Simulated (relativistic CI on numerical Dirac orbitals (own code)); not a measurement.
Electric-dipole transitions in Ho XV

These numbers are calculated, not measured: Dirac-Coulomb-Breit CI, separate exchange-only KLI orbitals for each configuration, QED by a radiative potential, unscaled Slater integrals (own radial code, finite nucleus).

CI space (outside the closed core [Kr] 4d10): 4f6 5s, 4f7, 4f5 5s2, 4f6 5p, 4f4 5s 5p2, 4f4 5s2 5p, 4f4 5s2 5d, 4f4 5s2 6s, 4f4 5s2 5f, 4f5 5s 6s, 4f4 5s 6s2. The list is cut by size and lacks configurations that can hold low levels.

```csv
λ vac (nm),Lower,Upper,A (s⁻¹),log gf,S velocity/length
85.307,4f6 5s 8F_3/2 [2],4f5 5s2 4P°_1/2 [386],1.91e+01,-8.38,0.39
85.531,4f6 5s 8F_5/2 [3],4f5 5s2 2F°_5/2 [396],3.42e+01,-7.65,4.37
86.817,4f6 5s 8F_7/2 [4],4f5 5s2 2F°_5/2 [396],1.53e+01,-7.98,3.07
88.601,4f6 5s 8F_5/2 [3],4f5 5s2 2F°_7/2 [372],1.39e-01,-9.88,2.74
89.553,4f6 5s 8F_3/2 [2],4f5 5s2 2D°_5/2 [346],3.05e+00,-8.66,4.20
89.557,4f6 5s 8F_1/2 [1],4f5 5s2 4P°_3/2 [339],4.95e+00,-8.62,0.55
89.930,4f6 5s 8F_11/2 [6],4f5 5s2 2H°_9/2 [394],3.98e-01,-9.32,4.09
89.981,4f6 5s 8F_7/2 [4],4f5 5s2 2F°_7/2 [372],7.90e-01,-9.12,2.57
91.561,4f6 5s 8F_5/2 [3],4f5 5s2 4P°_3/2 [339],5.32e+01,-7.57,3.93
92.701,4f6 5s 8F_11/2 [6],4f5 5s2 4K°_13/2 [375],1.20e+00,-8.67,3.70
93.140,4f6 5s 8F_5/2 [3],4f5 5s2 4H°_7/2 [327],5.97e-01,-9.21,3.06
93.271,4f6 5s 8F_9/2 [5],4f5 5s2 4K°_11/2 [353],1.59e+00,-8.60,4.64
95.493,4f6 5s 8F_9/2 [5],4f5 5s2 2H°_11/2 [332],1.34e-01,-9.66,3.26
96.181,4f6 5s 8F_11/2 [6],4f5 5s2 4H°_13/2 [342],3.59e+00,-8.16,3.55
96.731,4f6 5s 8F_1/2 [1],4f5 5s2 2D°_3/2 [277],8.14e+00,-8.34,3.18
97.305,4f6 5s 8F_11/2 [6],4f5 5s2 4G°_9/2 [333],3.36e+00,-8.32,4.76
98.478,4f6 5s 8F_11/2 [6],4f5 5s2 2I°_13/2 [323],1.55e-01,-9.50,2.62
98.694,4f6 5s 8F_7/2 [4],4f5 5s2 4H°_9/2 [293],5.73e-01,-9.08,0.66
99.021,4f6 5s 8F_5/2 [3],4f5 5s2 4G°_5/2 [279],2.10e+00,-8.73,3.59
99.824,4f6 5s 8F_3/2 [2],4f5 5s2 2D°_5/2 [264],7.31e+00,-8.18,3.13
100.58,4f6 5s 8F_9/2 [5],4f5 5s2 4H°_9/2 [293],3.48e-01,-9.28,3.55
101.61,4f6 5s 8F_1/2 [1],4f7 6P°_3/2 [242],8.12e+02,-6.30,4.88
103.76,4f6 5s 8F_5/2 [3],4f7 6I°_7/2 [245],2.11e-01,-9.56,4.47
103.98,4f6 5s 8F_11/2 [6],4f5 5s2 2I°_13/2 [286],7.43e-01,-8.77,1.18
105.55,4f6 5s 8F_3/2 [2],4f5 5s2 2D°_3/2 [217],5.22e+00,-8.46,3.98
107.86,4f6 5s 8F_7/2 [4],4f5 5s2 2G°_7/2 [228],2.31e-01,-9.49,1.92
108.97,4f6 5s 8F_1/2 [1],4f5 5s2 2P°_1/2 [198],4.99e-01,-9.75,3.24
109.21,4f6 5s 8F_9/2 [5],4f5 5s2 2I°_11/2 [237],1.45e-02,-10.51,4.48
111.62,4f6 5s 8F_11/2 [6],4f5 5s2 2I°_11/2 [237],2.98e-02,-10.18,4.56
111.75,4f6 5s 8F_5/2 [3],4f5 5s2 4F°_3/2 [201],1.63e+00,-8.91,3.00
111.76,4f6 5s 8F_5/2 [3],4f5 5s2 4F°_5/2 [200],3.36e+00,-8.42,4.59
114.11,4f6 5s 8F_5/2 [3],4f5 5s2 4F°_7/2 [188],2.21e+00,-8.46,5.00
121.14,4f6 5s 8F_7/2 [4],4f5 5s2 4P°_5/2 [170],3.95e+01,-7.28,2.65
121.95,4f6 5s 8F_11/2 [6],4f5 5s2 4I°_11/2 [187],2.92e-02,-10.11,0.76
127.79,4f6 5s 6F_1/2 [12],4f7 6D°_3/2 [318],5.47e+02,-6.27,4.97
130.35,4f6 5s 6F_3/2 [14],4f7 6D°_3/2 [318],7.29e+02,-6.13,4.53
131.73,4f6 5s 8F_7/2 [4],4f5 5s2 4G°_5/2 [134],2.71e-01,-9.37,0.22
136.17,4f6 5s 8F_9/2 [5],4f5 5s2 6P°_7/2 [130],1.76e+01,-7.41,0.21
137.16,4f6 5s 8F_5/2 [3],4f5 5s2 4D°_3/2 [109],7.25e+00,-8.09,2.54
139.65,4f6 5s 8F_7/2 [4],4f5 5s2 6P°_5/2 [110],1.85e+01,-7.49,1.63
145.94,4f6 5s 8F_9/2 [5],4f5 5s2 4H°_7/2 [104],2.34e-02,-10.22,0.94
148.25,4f6 5s 8F_5/2 [3],4f5 5s2 4F°_7/2 [86],1.36e-01,-9.45,0.22
155.38,4f6 5s 8F_9/2 [5],4f5 5s2 4G°_11/2 [88],2.38e-02,-9.99,2.25
155.72,4f6 5s 6D_1/2 [17],4f7 6P°_3/2 [242],4.03e+02,-6.23,4.63
193.45,4f6 5s 8F_3/2 [2],4f5 5s2 4G°_5/2 [43],9.11e-02,-9.51,2.95
```

Terms are leading LS components. Brackets give the number of a level in order of energy, since labels repeat. The list gives strong lines, with weight on those to low levels, among the lowest 400 of 9852 levels, so that lines to higher ones, which can be the strongest, are missing. Levels whose partners in the same complex of configurations lie outside the list can be far off, and so can their lines. Rates are taken at the computed energies, electric ones in the length gauge. A velocity-to-length ratio far from 1 marks an uncertain rate.

At this charge transitions that keep the count of f electrons are usually good to a few per cent. Terms inside the open d or f shell come out 10 to 20 % too wide with unscaled integrals. Levels and lines within the n = 5 or 6 shells can be off by up to 10 % or somewhat more, and those that change n by about 2 %, since core polarisation is missing. Levels that differ in their count of f electrons can be misplaced by several ten thousand cm⁻¹, since the correlation energy of f electrons is missing or only estimated; rates across such gaps can be off by orders of magnitude.
